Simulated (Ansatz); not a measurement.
Job for Ansatz (a program for electronic structure): U-r2SCAN/def2-TZVPP on CH3Se (SMILES C[Se]), 2S+1 = 2, atoms moved off the minimum.

Ansatz 0.2 input:
```yaml
crystal:
  periodic: [false, false, false]
  atoms:
    - {symbol: C, position_ang: [-1.48167633, -0.10421746, -0.04355456]}
    - {symbol: Se, position_ang: [0.51137986, -0.00585627, -0.07758793]}
    - {symbol: H, position_ang: [-1.82199086, -0.61816907, -0.98261578]}
    - {symbol: H, position_ang: [-1.86045630, 1.00069223, -0.10522560]}
    - {symbol: H, position_ang: [-2.02134149, -0.46615898, 0.84331612]}
basis:
  gaussian:
    orbitals: def2-TZVPP
hamiltonian:
  xc: {name: r2SCAN}
magnetization: {spin_polarized: true, initial_magnetization: 1}
output: {forces: true}
```

**Question.** Predict the final total energy.

**Answer.** -2441.3984 hartree.

**Question.** How many basis functions does it have, and what does it roughly cost on one machine?

**Answer.** 121 functions; about 7 core-seconds (a rough figure).
